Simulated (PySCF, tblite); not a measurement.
C₂H₇F₃OSi₂.
Structure used (GFN2-xTB), in Å, numbered top down from 1:
```xyz
15
C2H7F3OSi2 angstrom
O      1.761    0.616    1.610
Si     1.967   -0.182    0.223
C      0.419   -1.227   -0.250
Si    -1.067   -0.324   -0.970
C     -1.704    0.888    0.421
F     -1.939    0.270    1.597
F     -0.816    1.876    0.709
F     -2.850    1.514    0.092
H      1.080    1.269    1.754
H      3.067   -1.072    0.566
H      2.258    0.715   -0.897
H      0.731   -1.980   -0.971
H      0.105   -1.775    0.641
H     -0.775    0.577   -2.084
H     -2.241   -1.157   -1.234
```

Jobs on this species (15 atoms, 82 electrons) with PySCF (density fitting) and tblite. Hardware of each: Intel Xeon Platinum 8259CL at 2.50 GHz, one thread, shared host. Other jobs ran on the host; a repeat could differ by tens of per cent or more.

| level and settings | work | basis functions | SCF cycles | wall time |
| --- | --- | --- | --- | --- |
| GFN2-xTB | Hessian by finite differences | – | – | 0.94 s |
| PBE0/def2-SVPD | 8 singlets by full TDDFT, 3 Tamm–Dancoff triplets, polarisability, density and orbital grids written | 236 | ? | ? |
| GFN2-xTB | L-BFGS relaxation | – | – | 0.54 s |
| PBE0/pcSseg-1 | shieldings, charges and field gradients | 185 | ? | ? |

Question: Fill in the missing figures.

Answer: 
- PBE0/def2-SVPD; 8 singlets by full TDDFT, 3 Tamm–Dancoff triplets, polarisability, density and orbital grids written: 69 s, 13 SCF cycles
- PBE0/pcSseg-1; shieldings, charges and field gradients: 37 s, 13 SCF cycles

Question: What do all jobs in the table cost together?

Answer: About 1.8 min; the longest takes about 64 % of that, and about 130 times as long as the shortest.
